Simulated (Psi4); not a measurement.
Pair of molecules, SMILES F with SMILES P (the first has 2 atoms); geometry from B3LYP-D3(BJ)/def2-TZVP, rigid monomers moved along the line of their centres of mass till H2···P3 is 2.63 Å.
(charge 0, multiplicity 1):
```xyz
6

F     -1.44370    -0.22895    -0.24385
H     -0.94647    -0.05063     0.53323
P      0.44602     0.45112     2.71099
H      0.12870    -0.16694     3.94175
H      1.83158     0.17955     2.77356
H      0.53854     1.76070     3.23432
```

Level of theory: SAPT0/jun-cc-pV(D+d)Z (Psi4).

Give the four SAPT terms and the total, and say what mostly holds the pair together.

electrostatics -237.4, exchange 160.8, induction -89.0, dispersion -37.3, total -202.9 meV; the largest attraction is electrostatics.
